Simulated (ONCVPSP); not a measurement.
rhodium: variants of one ONCV potential

Base potential:

ONCVPSP 4.0.1 input, shortened (lines: element, Z, core and valence counts, functional; n l f; lmax; l rc ep ncon nbas qcut; lloc lpopt rc5 dvloc0; l nproj debl; icmod fcfact rcfact), LDA (Perdew-Zunger), scalar-relativistic:

```
  Rh 45.00    6    3        3      upf
    1    0    2.00
    2    0    2.00
    2    1    6.00
    3    0    2.00
    3    1    6.00
    3    2   10.00
    4    0    2.00
    4    1    6.00
    4    2    6.00
    2
    0    1.65    0.00    4    8    9.40
    1    1.30    0.00    5    9    8.30
    2    2.05    0.00    5   10    6.60
    4    5    0.95    1.00
    0    3    1.50
    1    2    1.50
    2    2    0.80
    0    0.00    0.00
```

In the s channel the program set the typed energies aside and used -4.358, 0.050, 1.550 Ha. In the p channel the program set the typed energies aside and used -3.167, 0.250 Ha. In the d channel the program set the typed energies aside and used -1.460, 0.250 Ha.

Cutoffs, loose and tight: the cutoffs (Ha) at which the residual kinetic energy of the hardest occupied pseudo-wave falls to 1 and 0.1 mHa per electron. They do not see the model core or the augmentation charge, which bear on the density cutoff. Test errors are all-electron minus pseudo excitation energies from the reference, over the configurations 4s2 4p6 4d8 5s1; 4s2 4p6 4d8; 4s2 4p6 4d7; 4s2 4p6 4d7 5s1. A dash means not determined; rows that change the core or the reference have their own tests.

```csv
change,outcome,"cutoff, loose","cutoff, tight",bound ghosts,GHOST(+) flags above zero,largest test error (meV)
base,"generated, projector energies reset by the program",34 Ha,132 Ha,none,s,+54
functional BLYP,"generated, projector energies reset by the program",34 Ha,132 Ha,none,s,+54
"all radii scaled by about 0.82 (s 1.34, p 1.06, d 1.68 bohr); local potential polynomial inside 0.78 bohr (lpopt 5, dvloc0 1 Ha)","generated, projector energies reset by the program",64 Ha,196 Ha,none,"s, d",+18
"local potential polynomial inside 0.95 bohr (lpopt 5, dvloc0 5.5 Ha)","generated, projector energies reset by the program",34 Ha,132 Ha,none,s,+54
s: qcut 7.8; p: qcut 6.9; d: qcut 5.5,"generated, projector energies reset by the program",84 Ha,149 Ha,none,"s, d",+99
"local potential polynomial inside 1.00 bohr (lpopt 5, dvloc0 1 Ha)","generated, projector energies reset by the program",34 Ha,132 Ha,none,s,+54
s: qcut 7.9,"generated, projector energies reset by the program",34 Ha,132 Ha,none,s,+54
s: rc 1.96,"generated, projector energies reset by the program",34 Ha,132 Ha,none,s,+54
```

(1) What comes out with this change to the base: p: nbas 10?

(2) What comes out with this change to the base: core [Ar] 3d10 4s2, valence charge 15; reference 4p6 4d8 5s0.5 5p0.5; waves now 5s: rc 2.30 bohr, ncon 4, nbas 8, qcut 3.4 1/bohr, 3 projectors, debl 1.5 Ha; 4p+5p: rc 1.60 bohr, ncon 3, nbas 8, qcut 8.3 1/bohr, 2 projectors; 4d: rc 1.60 bohr, ncon 5, nbas 10, qcut 11 1/bohr, local; local potential the d channel?

(3) What comes out with this change to the base: p: rc 1.02?

Answers

(1) outcome: generated, projector energies reset by the program; cutoff, loose: 32 Ha; cutoff, tight: 125 Ha; bound ghosts: none; GHOST(+) flags above zero: s; largest test error (meV): +54.

(2) outcome: failed: ERROR pspot: first pseudo wave function has node, program will stop. Cause: the optimised pseudo-wave of the first projector has a node, so the radial equation cannot be inverted for a potential.

(3) outcome: generated, projector energies reset by the program; cutoff, loose: 60 Ha; cutoff, tight: 181 Ha; bound ghosts: none; GHOST(+) flags above zero: s; largest test error (meV): +54.
